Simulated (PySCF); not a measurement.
**`[BH3-][C@@H](CC)[C@H]1C[SiH2]1`, [C5H14BSi]-, charge -1**

Geometry (Å), atoms numbered from 1 in this order:
```xyz
21

B     0.3685   -2.0928   -0.6705
C     0.2162   -0.6567    0.1780
C     1.5988   -0.0682    0.4529
C     1.6161    1.1189    1.4164
C    -0.6525    0.2925   -0.5893
C    -2.1496    0.0303   -0.6688
Si   -1.7326    1.6226    0.2244
H     1.0553   -2.8584   -0.0101
H    -0.7266   -2.5934   -0.8525
H     0.9107   -1.8861   -1.7448
H    -0.2619   -0.8703    1.1450
H     2.0480    0.2343   -0.4978
H     2.2253   -0.8631    0.8653
H     1.0432    1.9528    1.0116
H     2.6370    1.4620    1.5991
H     1.1740    0.8372    2.3719
H    -0.2061    0.5774   -1.5397
H    -2.5932    0.0516   -1.6573
H    -2.4890   -0.8237   -0.0993
H    -1.9737    1.6811    1.6603
H    -2.1166    2.8690   -0.4407
```

Total charge -1.

Theory: TDDFT B3LYP/def2-SVPD circular dichroism and optical rotation, one conformer, gas phase in PySCF. Geometry: GFN2-xTB.

The molecule is flexible and this is one conformer; a measurement averages over conformers. For a gas-phase anion, states above the detachment energy (about 1.6 eV, taken as minus the energy of the highest occupied orbital) lie in the continuum and depend on the basis.

**Question.** What are the CIP labels of the stereocentres?

**Answer.** C2 S, C5 S.

**Question.** List the lowest 8 singlet excitations with oscillator and rotatory strengths.

**Answer.** Rotatory strengths R in 10⁻⁴⁰ esu² cm², velocity form and length form (origin at the centre of mass); f in length form.
| state | E (eV) | λ (nm) | f | R (velocity) | R (length) | main |
| --- | --- | --- | --- | --- | --- | --- |
| 1 | 4.28 | 290 | 0.096 | -19.2 | -19.5 | HOMO→LUMO 0.87, HOMO→LUMO+1 0.11 |
| 2 | 4.43 | 280 | 0.063 | +13.2 | +11.2 | HOMO→LUMO+1 0.88, HOMO→LUMO 0.10 |
| 3 | 4.82 | 257 | 0.029 | -33.2 | -30.0 | HOMO→LUMO+2 0.94 |
| 4 | 5.03 | 247 | 0.005 | -3.5 | -3.7 | HOMO−1→LUMO 0.93 |
| 5 | 5.09 | 244 | 0.007 | +4.5 | +4.5 | HOMO−2→LUMO 0.92 |
| 6 | 5.18 | 239 | 0.023 | +12.2 | +12.0 | HOMO→LUMO+3 0.90 |
| 7 | 5.31 | 233 | 0.008 | -10.2 | -8.7 | HOMO→LUMO+4 0.84, HOMO→LUMO+5 0.13 |
| 8 | 5.38 | 231 | 0.0004 | -0.6 | -0.5 | HOMO−1→LUMO+1 0.96 |

Among the states computed, the strongest CD band (largest |R|) is state 3. The largest dissymmetry factor in size, g = 4R/(D+G), with D and G the electric and magnetic dipole strengths, is -0.0097 for state 7 (velocity form, f = 0.008), among bands with |R| over 0.5. The mirror image has the same energies and oscillator strengths and all R with the opposite sign.
